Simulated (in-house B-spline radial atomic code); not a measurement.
## RPA and G0W0 on BHandHLYP: Mn

Configuration [Ar] 3d5 4s2, highest spin, mean-field start BHandHLYP. Computed with an all-electron radial atomic-structure program (B-spline basis): all electrons, scalar-relativistic (spin-free one-electron X2C), finite nucleus, each spin shell either full or empty, empty states to l = 9 with an (l + 1/2)⁻⁴ tail; G0W0 by contour deformation at full frequency.

Command:
```bash
python run_gw.py task.json out
```
Settings (radii: box in bohr, nucleus in fm):
```
Z                        25
electrons                25
configuration            [Ar] 3d5 4s2
hamiltonian              x2c
method                   bhandhlyp
lmax                     9
rms_radius               3.7057
spin_polarised           True
box_radius               40
intervals                73
ion_configuration        [Ar] 3d5 4s1
```

Cost of the run: 9.5 s on 1 thread of Arm Neoverse N1, with other jobs on the host.

Energies (hartree):

```
                                     term        value
                         mean-field total  -1158.55820
Hartree-Fock functional on these orbitals  -1157.39832
                      direct second order      -1.8401
                    second-order exchange      0.60322
                         SOSEX correction      0.54469
```

(1) What is the RPA correlation energy, and what remains with SOSEX?

Quasi-particle levels (eV):

| level | occupied | mean field | Σx - vxc | Σc | QP weight | G0W0 |
| --- | --- | --- | --- | --- | --- | --- |
| 4s down | yes | -5.800 | -0.37 | ? | ? | ? |
| 4s up | yes | -6.587 | -0.84 | -1.04 | 0.901 | -8.472 |

G0W0 = mean field + (Σx - vxc) + Σc, with Σc (partial-wave tail included) taken at the quasi-particle energy. Only the outer levels were computed. Levels of low weight are left out.

(2) Where does G0W0 put 4s down?

(3) What does it cost to remove one electron (to [Ar] 3d5 4s1) by differences of total energies, each species on its own start (correlation terms add to the Hartree-Fock functional)?

Answers

(1) RPA gives -1.581 hartree (-1.72 eV per electron); RPA + SOSEX gives -1.0363, and the second-order doubles -1.2368 hartree (no singles). RPA lacks exchange-type terms and so overcorrelates at short range.

(2) At -7.428 eV, with Σc = -1.26 eV and a quasi-particle weight of 0.911. The tabulated removal energy is 7.434 eV (NIST, measured); the calculation leaves out spin-orbit coupling, Breit and QED terms, and what these don't explain is the method's own error.

(3) BHandHLYP 7.352 eV, Hartree-Fock functional 5.950 eV, + RPA 7.400 eV, + RPA + SOSEX 7.109 eV, + second order 7.710 eV. Tabulated: 7.434 eV (NIST, measured); the calculation leaves out spin-orbit coupling, Breit and QED terms, and what these don't explain is the method's own error.
